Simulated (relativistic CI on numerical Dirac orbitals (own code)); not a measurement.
**Hyperfine structure of Te XV, mass number 123**

Method of calculation: Dirac-Coulomb-Breit CI, orbitals from a KLI potential per configuration, a model potential for QED, unscaled Slater integrals (own radial code, finite nucleus).

Configurations in the expansion (outside the closed core [Ar] 3d10): 4s2.4p6.4d2, 4s2.4p5.4d3, 4s2.4p6.4d.4f, 4s.4p6.4d3, 4s2.4p6.4d.5s, 4s2.4p5.4d2.4f, 4s2.4p6.4d.5p, 4s.4p6.4d2.4f, 4s2.4p6.4f.5s, 4s2.4p6.4d.5d, 4s2.4p6.5s.5p, 4s2.4p6.4f2, 4s2.4p5.4f3, 4s2.4p6.5s2, 4s2.4p5.4f.5s2, 4s2.4p6.4f.5p, 4s2.4p5.4f2.5p. Double excitations out of closed p, d and f shells are left out; levels of such configurations are missing from the list, as are those of other unlisted configurations, and high levels can miss mixing partners. These lack a partner that the ground configuration has and come out too high: 4s.4p6.4d2.4f.

Nuclear spin I = 1/2, μ = -0.7358 μN (tables of Stone and Pyykkö). The electronic factors are computed for point nuclear moments, without core polarisation or the Bohr-Weisskopf and QED corrections.

| Level | E (cm⁻¹) | A (MHz) |
| --- | --- | --- |
| 4s2.4p6.4d2 3F_2 | 0 | -6481 |
| 4s2.4p6.4d2 3F_3 | 13089 | -3857 |
| 4s2.4p6.4d2 3F_4 | 24511 | -3214 |
| 4s2.4p6.4d2 3P_1 | 34968 | 7.965 |
| 4s2.4p6.4d2 1G_4 | 49482 | -3683 |
| 4s2.4p6.4d2 3P_2 | 50466 | -2726 |
| 4s2.4p5.4d3 5D°_1 | 595008 | -11610 |

Levels with J = 0, under 50 % of one LS term, or S terms without an open s electron are left out. Small factors come from cancelling terms and can be off by tens of per cent or more.

At this charge energies of transitions that change n are usually good to better than 1 %, and those within a shell (Δn = 0) to a few per cent. Terms inside the open d or f shell come out 10 to 20 % too wide with unscaled integrals. Levels and lines within the n = 5 or 6 shells can be off by up to 10 % or somewhat more, and those that change n by about 2 %, since core polarisation is missing.

(1) Give the hyperfine levels of 4s2.4p6.4d2 3F_2 relative to its centre of gravity.

Results:

(1) With K = F(F + 1) − I(I + 1) − J(J + 1), E = AK/2: F = 3/2: 9722, F = 5/2: -6481 MHz.

LS names give the leading component of a level, which can be under half, so a name can repeat, a term be missing and a line seem to break the LS rules.
